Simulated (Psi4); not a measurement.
C2H5BO (SMILES C=CBO), singlet, geometry from GFN2-xTB; Psi4 with MP2/def2-TZVPP.

The Psi4 input:
```
memory 2 GB

molecule {
0 1
B    -0.14831745    0.12080594    0.78098249
H    -0.80984596   -0.57944667    1.44980423
C     0.09736933   -0.17833261   -0.73764134
C    -0.40594669   -1.22171495   -1.38860251
H     0.72081144    0.50811812   -1.30773075
H    -0.22257581   -1.40741106   -2.43670579
H    -1.03173760   -1.94136850   -0.88591041
O     0.37698844    1.18165367    1.39651018
H     0.92049179    1.76313436    0.86101190
}

set {
  basis def2-tzvpp
  freeze_core true
}

energy('mp2')
print_variables()
```

The log (banner, timings and long lists left out):

```
    SCF Algorithm Type (re)set to DF.

   => Loading Basis Set <=

    Name: DEF2-TZVPP
    Role: ORBITAL
    Keyword: BASIS

         ---------------------------------------------------------
                                   SCF
               by Justin Turney, Rob Parrish, Andy Simmonett
                          and Daniel G. A. Smith
                              RHF Reference
         ---------------------------------------------------------

  ==> Geometry <==

    Molecular point group: c1
    Full point group: C1

    Geometry (in Angstrom), charge = 0, multiplicity = 1:

       Center              X                  Y                   Z               Mass
    ------------   -----------------  -----------------  -----------------  -----------------
         B           -0.153098258310     0.089402948317     0.725979913396    11.009305360000
         H           -0.814626768310    -0.610849661683     1.394801653396     1.007825032230
         C            0.092588521690    -0.209735601683    -0.792643916604    12.000000000000
         C           -0.410727498310    -1.253117941683    -1.443605086604    12.000000000000
         H            0.716030631690     0.476715128317    -1.362733326604     1.007825032230
         H           -0.227356618310    -1.438814051683    -2.491708366604     1.007825032230
         H           -1.036518408310    -1.972771491683    -0.940912986604     1.007825032230
         O            0.372207631690     1.150250678317     1.341507603396    15.994914619570
         H            0.915710981690     1.731731368317     0.806009323396     1.007825032230

  Running in c1 symmetry.

  Rotational constants: A =      1.38724  B =      0.13525  C =      0.12323 [cm^-1]
  Rotational constants: A =  41588.41569  B =   4054.57144  C =   3694.39454 [MHz]
  Nuclear repulsion =   99.084479799889564

  Charge       = 0
  Multiplicity = 1
  Electrons    = 30
  Nalpha       = 15
  Nbeta        = 15

  ==> Algorithm <==

  SCF Algorithm Type is DF.
  DIIS enabled.
  MOM disabled.
  Fractional occupation disabled.
  Guess Type is SAD.
  Energy threshold   = 1.00e-08
  Density threshold  = 1.00e-08
  Integral threshold = 1.00e-12

  ==> Primary Basis <==

  Basis Set: DEF2-TZVPP
    Blend: DEF2-TZVPP
    Number of shells: 74
    Number of basis functions: 194
    Number of Cartesian functions: 219
    Spherical Harmonics?: true
    Max angular momentum: 3

   => Loading Basis Set <=

    Name: (DEF2-TZVPP AUX)
    Role: JKFIT
    Keyword: DF_BASIS_SCF

  ==> Integral Setup <==

  SCF_SUBTYPE=INCORE selected. In-core MEM_DF algorithm will be used.
  Using in-core AOs.

  ==> MemDFJK: Density-Fitted J/K Matrices <==

    J tasked:                   Yes
    K tasked:                   Yes
    wK tasked:                   No
    Algorithm:                 Core
    Schwarz Cutoff:           1E-12
    Mask sparsity (%):       4.0546
    Fitting Condition:        1E-10

   => Auxiliary Basis Set <=

  Basis Set: (DEF2-TZVPP AUX)
    Blend: DEF2-UNIVERSAL-JKFIT
    Number of shells: 130
    Number of basis functions: 392
    Number of Cartesian functions: 460
    Spherical Harmonics?: true
    Max angular momentum: 4

  Minimum eigenvalue in the overlap matrix is 1.3143347689E-04.
  Reciprocal condition number of the overlap matrix is 1.6173686651E-05.
    Using symmetric orthogonalization.

  ==> Pre-Iterations <==

  SCF Guess: Superposition of Atomic Densities via on-the-fly atomic UHF (no occupation information).

   -------------------------
    Irrep   Nso     Nmo
   -------------------------
     A        194     194
   -------------------------
    Total     194     194
   -------------------------

  ==> Iterations <==

                           Total Energy        Delta E     RMS |[F,P]|

   @DF-RHF iter SAD:  -177.15343071794493   -1.77153e+02   0.00000e+00
   @DF-RHF iter   1:  -178.16111445226079   -1.00768e+00   2.75917e-03 DIIS/ADIIS
[...]
  Energy and wave function converged.

  ==> Post-Iterations <==

    Orbital Energies [Eh]
    ---------------------

    Doubly Occupied:

[...]
    Virtual:

[...]
    Final Occupation by Irrep:
              A
    DOCC [    15 ]
    NA   [    15 ]
    NB   [    15 ]

  @DF-RHF Final Energy:  -178.29955028814373

   => Energetics <=

    Nuclear Repulsion Energy =             99.0844797998895643
    One-Electron Energy =                -438.0072040673991296
    Two-Electron Energy =                 160.6231739793658448
    Total Energy =                       -178.2995502881437346

Computation Completed

Properties will be evaluated at   0.000000,   0.000000,   0.000000 [a0]

Properties computed using the SCF density matrix

 Multipole Moments:

 ------------------------------------------------------------------------------------
     Multipole            Electronic (a.u.)      Nuclear  (a.u.)        Total (a.u.)
 ------------------------------------------------------------------------------------

 L = 1.  Multiply by 2.5417464519 to convert [e a0] to [Debye]
 Dipole X            :          0.5441721           -0.2710326            0.2731395
 Dipole Y            :          1.8762570           -1.7802917            0.0959653
 Dipole Z            :          2.4032771           -3.1181942           -0.7149172
 Magnitude           :                                                    0.7713113

 ------------------------------------------------------------------------------------

  //>>>>>>>>>>>>>>>>>>>>>>>>>>>>>>>>>>>//
  //               DFMP2               //
  //<<<<<<<<<<<<<<<<<<<<<<<<<<<<<<<<<<<//

   => Loading Basis Set <=

    Name: (DEF2-TZVPP AUX)
    Role: RIFIT
    Keyword: DF_BASIS_MP2

	 --------------------------------------------------------
	                          DF-MP2
	      2nd-Order Density-Fitted Moller-Plesset Theory

	        Rob Parrish, Justin Turney, Andy Simmonett,
	           Ed Hohenstein, and C. David Sherrill
	 --------------------------------------------------------

   => Auxiliary Basis Set <=

  Basis Set: (DEF2-TZVPP AUX)
    Blend: DEF2-TZVPP-RI
    Number of shells: 138
    Number of basis functions: 454
    Number of Cartesian functions: 555
    Spherical Harmonics?: true
    Max angular momentum: 4

	 --------------------------------------------------------
	                 NBF =   194, NAUX =   454
	 --------------------------------------------------------
	   CLASS    FOCC     OCC    AOCC    AVIR     VIR    FVIR
	   PAIRS       4      15      11     179     179       0
	 --------------------------------------------------------

	-----------------------------------------------------------
	 ==================> DF-MP2 Energies <====================
	-----------------------------------------------------------
	 Reference Energy          =    -178.2995502881437346 [Eh]
	 Singles Energy            =      -0.0000000000000000 [Eh]
	 Same-Spin Energy          =      -0.1532408034428229 [Eh]
	 Opposite-Spin Energy      =      -0.5066722206566510 [Eh]
	 Correlation Energy        =      -0.6599130240994738 [Eh]
	 Total Energy              =    -178.9594633122432015 [Eh]
	-----------------------------------------------------------
	 ================> DF-SCS-MP2 Energies <==================
	-----------------------------------------------------------
	 SCS Same-Spin Scale       =       0.3333333333333333 [-]
	 SCS Opposite-Spin Scale   =       1.2000000000000000 [-]
	 SCS Same-Spin Energy      =      -0.0510802678142743 [Eh]
	 SCS Opposite-Spin Energy  =      -0.6080066647879812 [Eh]
	 SCS Correlation Energy    =      -0.6590869326022555 [Eh]
	 SCS Total Energy          =    -178.9586372207459988 [Eh]
	-----------------------------------------------------------

  Variable Map:
  ----------------------------------------------------------------------------
[...]
  Array Variable Map:
  ----------------------------------------------------------------------------
[...]
[...]
```
